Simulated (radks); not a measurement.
The ytterbium ion Yb2.625+, 67.375 electrons, occupied as [Kr] 4d10 4f14 5s1.375 5p6 (fractional occupations, a model configuration). Method: Dirac Kohn-Sham, PBE, spin-unpolarised, spherical densities, finite nucleus; Fermi nuclear charge, rms radius 5.3108 fm; computed with a radial shooting solver on a logarithmic mesh with Libxc functionals. Some entries of the table are withheld. Estimate them.

| orbital | occ. | eigenvalue (hartree) | <r> (bohr) | <r^2> (bohr^2) |
|---|---|---|---|---|
| 1s1/2 | 2 | -2248.142 | 0.01966 | 0.0005300 |
| 2s1/2 | 2 | -381.4213 | 0.08275 | 0.008153 |
| 2p1/2 | 2 | -363.8971 | 0.06872 | (1) |
| 2p3/2 | 4 | -325.4187 | 0.07622 | (2) |
| 3s1/2 | 2 | (3) | 0.2163 | 0.05359 |
| 3p1/2 | 2 | -78.90474 | (4) | 0.04944 |
| 3p3/2 | 4 | -70.73702 | (5) | 0.05619 |
| 3d3/2 | 4 | -57.54198 | 0.1935 | 0.04400 |
| 3d5/2 | 6 | -55.75725 | 0.1978 | 0.04587 |
| 4s1/2 | 2 | -17.76191 | 0.4880 | 0.2692 |
| 4p1/2 | 2 | -14.62679 | 0.4958 | 0.2802 |
| 4p3/2 | 4 | -12.78064 | 0.5283 | 0.3178 |
| 4d3/2 | 4 | -7.62208 | 0.5538 | 0.3565 |
| 4d5/2 | 6 | -7.28623 | 0.5654 | 0.3714 |
| 5s1/2 | 1.375 | -2.90598 | 1.199 | 1.619 |
| 5p1/2 | 2 | -2.04725 | 1.342 | 2.043 |
| 5p3/2 | 4 | -1.81284 | 1.447 | 2.375 |
| 4f5/2 | 6 | -1.02942 | 0.7545 | 0.7597 |
| 4f7/2 | 8 | -0.98040 | 0.7714 | 0.7986 |

Answer. 
(1) 2p1/2 <r^2> (bohr^2): 0.005860
(2) 2p3/2 <r^2> (bohr^2): 0.007072
(3) 3s1/2 eigenvalue (hartree): -86.64889
(4) 3p1/2 <r> (bohr): 0.2061
(5) 3p3/2 <r> (bohr): 0.2201
